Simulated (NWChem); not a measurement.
System: SnH3 cation; SMILES [SnH3+]

```xyz
4

Sn     0.0000     0.0000     0.0000
H      1.2096     1.2096     0.0000
H      0.4428    -1.6524     0.0000
H     -1.6524     0.4428     0.0000
```
Atoms are numbered in this order, from 1.

Structure relaxed at the PBE-D3(BJ)/def2-SVP level. def2 effective core potentials on Sn; no spin-orbit coupling.

**Question.** List the 4 lowest vertical singlet excitations from BHandHLYP/def2-SVP with def2 effective core potentials on Sn, full TDDFT (NWChem).

**Answer.** 
| state | energy (eV) | oscillator strength | leading excitation (squared amplitude) |
|---|---|---|---|
| S1 | 5.27 | 0.000 | HOMO → LUMO (1.00) |
| S2 | 5.27 | 0.000 | HOMO−1 → LUMO (1.00) |
| S3 | 9.24 | 0.227 | HOMO → LUMO+1 (0.91) |
| S4 | 9.24 | 0.227 | HOMO−1 → LUMO+1 (0.91) |
